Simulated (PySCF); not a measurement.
B(Br)(Me)(OH) (CH4BBrO), SMILES OB(C)Br.

Geometry: PBE0-D3(BJ)/def2-SVP. The values are those of a single conformer.

Two levels are set side by side: TDA-PBE/def2-SVPD (PySCF) and TDA-B3LYP/def2-SVPD (PySCF). Vertical, same geometry. The lowest singlet is HOMO→LUMO 100 % with PBE and HOMO→LUMO 100 % with the other functional; states are paired by order. Differences are taken from unrounded values.

| quantity | TDA-B3LYP | TDA-PBE | TDA-PBE minus TDA-B3LYP |
|---|---|---|---|
| lowest singlet excitation (eV) | 6.43 | 5.91 | -0.52 |
| lowest triplet excitation (TDA) (eV) | 6.29 | 5.77 | -0.52 |
| first bright state (f over 0.05) (eV) | 6.93 | 6.45 | -0.48 |
| its oscillator strength | 0.08 | 0.07 | -0.01 |

A lower first singlet is the usual sign of a functional without exact exchange. Differences between two approximate levels are no errors against the true value.

Rough cost on one machine, each run with all the roots and properties that it gave: TDA-B3LYP against TDA-PBE within a factor of 2.
